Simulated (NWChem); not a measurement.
PbHCl, singlet; SMILES [Cl][PbH]

```xyz
3

Pb     0.0397     0.4352     0.0000
H     -1.8151     0.6053     0.0000
Cl    -0.0123    -2.0542     0.0000
```
Atoms are numbered in this order, from 1.

Program: NWChem. Low-valent species are run as closed-shell singlets; no triplet was tried in these runs. Geometry: optimised at PBE0/def2-SVP. def2 effective core potentials on Pb; no spin-orbit coupling. Static field.

Order these by “anisotropy (bohr³)”, lowest first: LC-BLYP (range parameter 0.33 per bohr)/def2-SVPD; LDA (Slater exchange, VWN5)/def2-SVPD; B3LYP/def2-SVPD.

LC-BLYP (range parameter 0.33 per bohr)/def2-SVPD (28.0), B3LYP/def2-SVPD (29.5), LDA (Slater exchange, VWN5)/def2-SVPD (31.3)
